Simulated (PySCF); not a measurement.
How methods differ on the excitation energy of Sr

Sr [Kr] 5s2 (1S) → Sr [Kr] 5s1 5p1, s spin flipped, as a difference of total energies. Calculation: PySCF 2.14, in aug-cc-pwCVTZ-X2C with one added diffuse shell each of s, p, d, f type (11s10p8d4f, 109 functions); the spin-free X2C one-electron Hamiltonian (Gaussian nucleus). Correlated levels: valence: [Kr] frozen; valence and next inner shell: [Ar] 3d10 frozen. The calculations carry no spin-orbit coupling.

```json
{"method": "UHF", "excitation energy (cm⁻¹)": "15401"}
{"method": "LDA", "excitation energy (cm⁻¹)": "18098"}
{"method": "PBE", "excitation energy (cm⁻¹)": "16441"}
{"method": "PBE0", "excitation energy (cm⁻¹)": "16550"}
{"method": "r2SCAN", "excitation energy (cm⁻¹)": "14653"}
{"method": "TPSSh", "excitation energy (cm⁻¹)": "15841"}
{"method": "M06-L", "excitation energy (cm⁻¹)": "17959"}
{"method": "CAM-B3LYP", "excitation energy (cm⁻¹)": "18354"}
{"method": "MP2 (valence)", "excitation energy (cm⁻¹)": "16873"}
{"method": "SCS-MP2 (valence)", "excitation energy (cm⁻¹)": "17167"}
{"method": "MP2 (valence and next inner shell)", "excitation energy (cm⁻¹)": "18572"}
{"method": "SCS-MP2 (valence and next inner shell)", "excitation energy (cm⁻¹)": "18506"}
```

The upper determinant mixes two multiplicities, so it lies between the two terms.
